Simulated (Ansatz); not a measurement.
Relaxation of AlFH9NO2Si2 (16 atoms, charge 0, multiplicity 1), to a largest force component of 0.03 eV/Å in at most 50 steps.

Theory: RKS PBE-D4/6-31G* (Ansatz 0.2.0).

```xyz
16
Properties=species:S:1:pos:R:3
Al 0.026 -0.346 0.275
N -0.142 -0.019 2.118
H -1.008 -0.287 2.588
H 0.659 -0.242 2.714
O 1.615 -0.458 -0.348
Si 2.620 -1.337 -1.341
H 1.858 -2.370 -2.127
H 3.333 -0.429 -2.306
H 3.648 -2.058 -0.512
O -1.359 -0.637 -0.687
Si -2.868 -1.327 -0.725
H -2.972 -2.471 0.252
H -3.932 -0.322 -0.371
H -3.146 -1.855 -2.100
F -0.113 2.513 0.561
H -0.113 2.119 1.419
```

Task: Where does it end, and by what steps?

Result: The run converged. The force dipped under the threshold on the way, but the program's further checks kept it going. After 43 steps the energy has fallen by 2.587 eV; H16 moved furthest, 1.49 Å. Parted: F15–H16 (0.94 → 2.86 Å). Joined: Al1–F15 (2.88 → 1.68 Å), N2–H16 (2.25 → 1.03 Å).

```json
{"step": "0", "energy less start (eV)": "0.0000", "largest force component (eV/Å)": "1.296", "accepted": "yes"}
{"step": "2", "energy less start (eV)": "-0.5182", "largest force component (eV/Å)": "1.131", "accepted": "yes"}
{"step": "4", "energy less start (eV)": "-1.1523", "largest force component (eV/Å)": "1.388", "accepted": "yes"}
{"step": "6", "energy less start (eV)": "-1.8566", "largest force component (eV/Å)": "3.778", "accepted": "yes"}
{"step": "8", "energy less start (eV)": "-2.2737", "largest force component (eV/Å)": "2.681", "accepted": "yes"}
{"step": "10", "energy less start (eV)": "-2.0911", "largest force component (eV/Å)": "3.696", "accepted": "no"}
{"step": "12", "energy less start (eV)": "-2.5120", "largest force component (eV/Å)": "0.231", "accepted": "yes"}
{"step": "14", "energy less start (eV)": "-2.5303", "largest force component (eV/Å)": "0.153", "accepted": "yes"}
{"step": "16", "energy less start (eV)": "-2.5419", "largest force component (eV/Å)": "0.033", "accepted": "yes"}
{"step": "18", "energy less start (eV)": "-2.5447", "largest force component (eV/Å)": "0.033", "accepted": "yes"}
{"step": "20", "energy less start (eV)": "-2.5503", "largest force component (eV/Å)": "0.277", "accepted": "yes"}
{"step": "22", "energy less start (eV)": "-2.5592", "largest force component (eV/Å)": "0.063", "accepted": "yes"}
{"step": "24", "energy less start (eV)": "-2.5706", "largest force component (eV/Å)": "0.171", "accepted": "yes"}
{"step": "26", "energy less start (eV)": "-2.5737", "largest force component (eV/Å)": "0.041", "accepted": "yes"}
{"step": "28", "energy less start (eV)": "-2.5769", "largest force component (eV/Å)": "0.093", "accepted": "yes"}
{"step": "30", "energy less start (eV)": "-2.5806", "largest force component (eV/Å)": "0.061", "accepted": "yes"}
{"step": "32", "energy less start (eV)": "-2.5826", "largest force component (eV/Å)": "0.064", "accepted": "yes"}
{"step": "34", "energy less start (eV)": "-2.5835", "largest force component (eV/Å)": "0.064", "accepted": "yes"}
{"step": "36", "energy less start (eV)": "-2.5846", "largest force component (eV/Å)": "0.066", "accepted": "yes"}
{"step": "38", "energy less start (eV)": "-2.5854", "largest force component (eV/Å)": "0.032", "accepted": "yes"}
{"step": "40", "energy less start (eV)": "-2.5860", "largest force component (eV/Å)": "0.028", "accepted": "yes"}
{"step": "42", "energy less start (eV)": "-2.5864", "largest force component (eV/Å)": "0.032", "accepted": "yes"}
{"step": "43", "energy less start (eV)": "-2.5867", "largest force component (eV/Å)": "0.017", "accepted": "yes"}
```

```xyz
16
Properties=species:S:1:pos:R:3
Al -0.087 0.348 0.293
N 0.109 0.410 2.303
H -0.696 -0.062 2.733
H 0.966 -0.092 2.570
O 1.365 -0.529 -0.087
Si 2.063 -1.372 -1.323
H 1.280 -2.612 -1.674
H 2.192 -0.553 -2.580
H 3.443 -1.808 -0.913
O -1.602 -0.500 0.205
Si -2.515 -1.319 -0.903
H -3.091 -2.561 -0.280
H -3.663 -0.483 -1.398
H -1.713 -1.744 -2.106
F -0.109 1.983 -0.104
H 0.163 1.366 2.675
```

Whether the end is a true minimum wasn't checked by a vibrational analysis.

Run time: 89 s on 4 threads of Arm Neoverse V2, with other jobs on the host, peak memory 0.22 GiB.
